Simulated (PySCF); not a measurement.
CH$_{5}$N$_{2}$, charge +1, singlet, at a GFN2-xTB geometry, with bond 5-1 at 1.8 times its length; PBE/STO-3G (PySCF).

Input for PySCF:
```python
from pyscf import gto, scf, dft

mol = gto.M(
    atom='''
N     1.14797274    0.20018934    0.03700286
C     0.00000738   -0.40400940    0.15397542
N    -1.14797868    0.12474531   -0.16084144
H     1.21954645    1.14751701   -0.31697552
H     2.70244846   -0.62232455    0.50389442
H     0.00002593   -1.41964718    0.54105366
H    -1.21958691    1.06736807   -0.52715794
H    -2.01155856   -0.38896122   -0.05028975
''',
    basis='sto-3g',
    charge=1,
    verbose=5,
)

mf = dft.RKS(mol)
mf.xc = 'pbe'
mf.kernel()
mo_i, mo_e, stable_i, stable_e = mf.stability(internal=True, external=True, return_status=True, nroots=6, tol=1e-6)
print('internally stable:', stable_i, ' externally stable:', stable_e)
if not stable_e:
    umf = mf.to_uhf() if not hasattr(mf, 'xc') else mf.to_uks()
    umf.scf_summary = {}
    umf.kernel(umf.make_rdm1(mo_e, umf.mo_occ))
```

It wrote (shortened):

```
PySCF version 2.14.0

[INPUT] verbose = 5
[INPUT] max_memory = 4000
[INPUT] num. atoms = 8
[INPUT] num. electrons = 24
[INPUT] charge = 1
[INPUT] spin (= nelec alpha-beta = 2S) = 0
[INPUT] symmetry False subgroup None
[INPUT] Mole.unit = angstrom
[INPUT] Symbol           X                Y                Z      unit          X                Y                Z       unit  Magmom
[...]
[INPUT] ---------------- BASIS SET ----------------
[INPUT] l, kappa, [nprim/nctr], expnt,             c_1 c_2 ...
[INPUT] C
[...]
                                13.045096         0.53532814
                                3.5305122         0.44463454
[...]
                                0.6834831         0.39951283
                                0.2222899         0.70011547
[...]
                                0.6834831         0.60768372
                                0.2222899         0.39195739
[INPUT] N
[...]
                                18.052312         0.53532814
                                4.8856602         0.44463454
[...]
                                0.8784966         0.39951283
                                0.2857144         0.70011547
[...]
                                0.8784966         0.60768372
                                0.2857144         0.39195739
[INPUT] H
[...]
                                0.62391373        0.53532814
                                0.1688554         0.44463454

nuclear repulsion = 77.6193454418177
number of shells = 14
number of NR pGTOs = 60
number of NR cGTOs = 20
basis = sto-3g
ecp = {}

******** <class 'pyscf.dft.rks.RKS'> ********
method = RKS
initial guess = minao
damping factor = 0
level_shift factor = 0
DIIS = <class 'pyscf.scf.diis.CDIIS'>
diis_start_cycle = 1
diis_space = 8
diis_damp = 0
SCF conv_tol = 1e-09
SCF conv_tol_grad = None
SCF max_cycles = 50
direct_scf = True
direct_scf_tol = 1e-13
XC library pyscf.dft.libxc version 7.1.2
    S. Lehtola, C. Steigemann, M. J. T. Oliveira, and M. A. L. Marques,  SoftwareX 7, 1–5 (2018)
XC functionals = pbe
    J. P. Perdew, K. Burke, and M. Ernzerhof,  Phys. Rev. Lett. 77, 3865 (1996)
    J. P. Perdew, K. Burke, and M. Ernzerhof,  Phys. Rev. Lett. 78, 1396 (1997)
    J. P. Perdew, K. Burke, and M. Ernzerhof,  Phys. Rev. Lett. 77, 3865 (1996)
    J. P. Perdew, K. Burke, and M. Ernzerhof,  Phys. Rev. Lett. 78, 1396 (1997)
radial grids:
    Treutler-Ahlrichs [JCP 102, 346 (1995); DOI:10.1063/1.469408] (M4) radial grids

becke partition: Becke, JCP 88, 2547 (1988); DOI:10.1063/1.454033
pruning grids: <function nwchem_prune>
grids dens level: 3
symmetrized grids: False
atomic radii adjust function: <function treutler_atomic_radii_adjust>
small_rho_cutoff = 0
Set gradient conv threshold to 3.16228e-05
Initial guess from minao.
atom N rad-grids = 75, ang-grids = [ 50  50  50  50  50  50  50  50  50  50  50  50  50  50  50  50  50  50
  50  50  50  50  50  86  86  86  86  86  86  86  86  86  86 266 266 266
 266 266 266 266 302 302 302 302 302 302 302 302 302 302 302 302 302 302
 302 302 302 302 302 302 266 266 266 266 266 266 266 266 266 266 266 266
 266 266 266]
atom C rad-grids = 75, ang-grids = [ 50  50  50  50  50  50  50  50  50  50  50  50  50  50  50  50  50  50
  50  50  50  50  86  86  86  86  86  86  86  86  86  86 266 266 266 266
 266 266 302 302 302 302 302 302 302 302 302 302 302 302 302 302 302 302
 302 302 302 302 266 266 266 266 266 266 266 266 266 266 266 266 266 266
 266 266 266]
atom H rad-grids = 50, ang-grids = [ 50  50  50  50  50  50  50  50  50  50  50  50  50  50  50  86  86  86
  86 266 266 266 266 266 302 302 302 302 302 302 302 302 302 302 302 302
 302 266 266 266 266 266 266 266 266 266 266 266 266 266]
tot_boxes 2288, boxes in each direction [14 11  9]
Padding 6 grids
tot grids = 90968
nelec by numeric integration = 24.836510598011024
E1 = -352.989859468285  E2 = 126.61760858301321  Ecoul = 147.48661528904  Exc = -20.869006706026788
init E= -148.752905443454
cond(S) = 11.202039914808605
  mo_energy =
[...]
converged SCF energy = -148.142642078628
<class 'pyscf.dft.rks.RKS'> wavefunction is stable in the internal stability analysis
[...]
davidson 36 27  |r|= 0.0239  e= [0.07959219 0.1934138  0.2188509  0.22815477 0.27776856 0.34284526]  max|de|= -5.38e-07  lindep= 2.68e-06
davidson 37 6  |r|= 0.0239  e= [0.07959219 0.1934138  0.2188509  0.22815477 0.27776856 0.34284526]  max|de|= -4.77e-12  lindep= 4.08e-06
davidson 38 7  |r|= 0.0242  e= [0.07959219 0.1934138  0.2188509  0.22815477 0.27776856 0.34284377]  max|de|= -1.49e-06  lindep= 5.49e-06
davidson 39 8  |r|= 0.0243  e= [0.07959219 0.1934138  0.2188509  0.22815477 0.27776856 0.3428437 ]  max|de|= -7.71e-08  lindep= 1.13e-06
davidson 40 9  |r|= 0.0261  e= [0.07959218 0.1934138  0.21885089 0.22815477 0.27776856 0.34282727]  max|de|= -1.64e-05  lindep= 2.36e-05
davidson 41 10  |r|= 0.0258  e= [0.07959218 0.1934138  0.21885089 0.22815477 0.27776856 0.34282545]  max|de|= -1.82e-06  lindep= 9.01e-06
davidson 42 11  |r|= 0.0258  e= [0.07959218 0.1934138  0.21885089 0.22815477 0.27776856 0.3428254 ]  max|de|= -4.99e-08  lindep= 1.51e-06
davidson 43 12  |r|= 0.0283  e= [0.07959218 0.19341379 0.21885089 0.22815477 0.27776856 0.34279555]  max|de|= -2.99e-05  lindep= 3.58e-05
davidson 44 13  |r|= 0.0259  e= [0.07959218 0.19341379 0.21885089 0.22815477 0.27776856 0.3427896 ]  max|de|= -5.95e-06  lindep= 1.41e-05
davidson 45 14  |r|= 0.0264  e= [0.07959218 0.19341379 0.21885089 0.22815477 0.27776856 0.34278906]  max|de|= -5.37e-07  lindep= 5.5e-06
davidson 46 15  |r|= 0.0265  e= [0.07959218 0.19341379 0.21885089 0.22815477 0.27776856 0.34278852]  max|de|= -5.44e-07  lindep= 5.14e-06
davidson 47 16  |r|= 0.0266  e= [0.07959218 0.19341379 0.21885089 0.22815477 0.27776856 0.34278747]  max|de|= -1.05e-06  lindep= 5.93e-06
davidson 48 17  |r|= 0.0266  e= [0.07959218 0.19341379 0.21885089 0.22815477 0.27776856 0.3427858 ]  max|de|= -1.66e-06  lindep= 1.37e-05
davidson 49 18  |r|= 0.0266  e= [0.07959218 0.19341379 0.21885089 0.22815477 0.27776856 0.34278569]  max|de|= -1.15e-07  lindep= 1.92e-06
rhf_real2complex: lowest eigs of H = [0.07959218 0.19341379 0.21885089 0.22815477 0.27776856 0.34278569]
<class 'pyscf.dft.rks.RKS'> wavefunction is stable in the real -> complex stability analysis
davidson 0 1  |r|= 0.376  e= [0.28140775]  max|de|= 0.281  lindep= 0.748
Old state -> New state
    0     ->     1
davidson 1 2  |r|= 0.328  e= [0.18900634 0.30961161]  max|de|= 0.189  lindep= 0.905
Old state -> New state
    0     ->     2
    1     ->     3
davidson 2 4  |r|= 0.314  e= [0.0393019  0.13480626 0.25171004 0.33284473]  max|de|= -0.15  lindep= 0.593
Old state -> New state
    1     ->     2
    1     ->     3
    2     ->     4
    0     ->     5
davidson 3 8  |r|= 0.176  e= [0.03304677 0.05931856 0.15869659 0.23238394 0.26848379 0.42615966]  max|de|= 0.426  lindep= 0.87
davidson 4 14  |r|= 0.0747  e= [0.03294232 0.05880552 0.15511224 0.21930363 0.2663808  0.28339119]  max|de|= -0.143  lindep= 0.835
[...]
davidson 5 20  |r|= 0.0348  e= [0.03294182 0.05880264 0.15503232 0.21877769 0.26567282 0.26851126]  max|de|= -0.0149  lindep= 0.754
[...]
davidson 6 25  |r|= 0.0146  e= [0.03294182 0.05880263 0.15503166 0.21876336 0.26549315 0.2676441 ]  max|de|= -0.000867  lindep= 0.729
[...]
davidson 7 28  |r|= 0.00397  e= [0.03294182 0.05880263 0.15503166 0.21876279 0.26548285 0.26759506]  max|de|= -4.9e-05  lindep= 0.606
davidson 8 6  |r|= 0.00397  e= [0.03294182 0.05880263 0.15503166 0.21876279 0.26548285 0.26759506]  max|de|= 9.16e-16  lindep=    1
[...]
davidson 9 8  |r|= 0.00179  e= [0.03294182 0.05880263 0.15503166 0.21876278 0.26548217 0.26759044]  max|de|= -4.62e-06  lindep= 0.645
[...]
converged 10 9  |r|= 0.000402  e= [0.03294182 0.05880263 0.15503166 0.21876278 0.26548207 0.2675895 ]  max|de|= -9.46e-07
rhf_external: lowest eigs of H = [0.03294182 0.05880263 0.15503166 0.21876278 0.26548207 0.2675895 ]
<class 'pyscf.dft.rks.RKS'> wavefunction is stable in the RHF/RKS -> UHF/UKS stability analysis
internally stable: True  externally stable: True
```
